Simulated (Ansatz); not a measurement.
Consider the formal exchange of groups at the Sb–S bond: `[CH3][Sb]([CH3])[SH]` + BH₃ → `[BH2][Sb]([CH3])[CH3]` + H₂S.

Calculated with Ansatz (gas phase, PBE0-D4/def2-TZVP geometries, no zero-point term in ΔE). CBS: MP2 limit from def2 TZ/QZ plus the TZ coupled-cluster correction, frozen cores. This one scheme is used for every species. DFT in def2-TZVPP. def2 core potentials past Kr. For Sb outer-core shells are correlated without core-valence functions, which leaves a few kJ/mol of doubt a bond. One conformer a species, not always the lowest.

```json
{"level": "PBE-D4", "ΔE (kJ/mol)": "46.2", "difference from CCSD(T)/CBS": "-7.1"}
{"level": "PBE0-D4", "ΔE (kJ/mol)": "49.0", "difference from CCSD(T)/CBS": "-4.3"}
{"level": "ωB97X-V", "ΔE (kJ/mol)": "53.8", "difference from CCSD(T)/CBS": "0.5"}
{"level": "ωB97M-V", "ΔE (kJ/mol)": "54.2", "difference from CCSD(T)/CBS": "0.9"}
{"level": "B2PLYP", "ΔE (kJ/mol)": "53.6", "difference from CCSD(T)/CBS": "0.3"}
{"level": "PBE", "ΔE (kJ/mol)": "43.8", "difference from CCSD(T)/CBS": "-9.5"}
{"level": "r2SCAN", "ΔE (kJ/mol)": "50.6", "difference from CCSD(T)/CBS": "-2.7"}
{"level": "HF/def2-TZVPP", "ΔE (kJ/mol)": "61.7", "difference from CCSD(T)/CBS": "8.4"}
{"level": "MP2/def2-TZVPP", "ΔE (kJ/mol)": "52.8", "difference from CCSD(T)/CBS": "-0.5"}
{"level": "SCS-MP2/def2-TZVPP", "ΔE (kJ/mol)": "55.1", "difference from CCSD(T)/CBS": "1.8"}
{"level": "HF/def2-QZVPP", "ΔE (kJ/mol)": "63.2", "difference from CCSD(T)/CBS": "9.9"}
{"level": "MP2/def2-QZVPP", "ΔE (kJ/mol)": "57.8", "difference from CCSD(T)/CBS": "4.5"}
{"level": "SCS-MP2/def2-QZVPP", "ΔE (kJ/mol)": "59.6", "difference from CCSD(T)/CBS": "6.3"}
{"level": "HF/CBS(def2)", "ΔE (kJ/mol)": "63.4", "difference from CCSD(T)/CBS": "10.1"}
{"level": "MP2/CBS(def2)", "ΔE (kJ/mol)": "60.7", "difference from CCSD(T)/CBS": "7.4"}
{"level": "CCSD/CBS(def2)", "ΔE (kJ/mol)": "54.0", "difference from CCSD(T)/CBS": "0.7"}
{"level": "CCSD(T)/CBS", "ΔE (kJ/mol)": "53.3", "difference from CCSD(T)/CBS": "0"}
```

Largest T1 diagnostic among the species: 0.014.

The D4 term adds +4.1 kJ/mol with B3LYP and +2.1 kJ/mol with PBE0; it sums over pairs of atoms, weighted by their polarisabilities, and B3LYP, whose exchange is more repulsive, gets the larger term. In def2-TZVPP, CCSD(T) changes the Hartree–Fock value by −16.3 kJ/mol (the triples alone add −0.7 kJ/mol) and MP2 by −8.9 kJ/mol.

B3LYP here is the variant with VWN-RPA as its local correlation; programs differ in this.
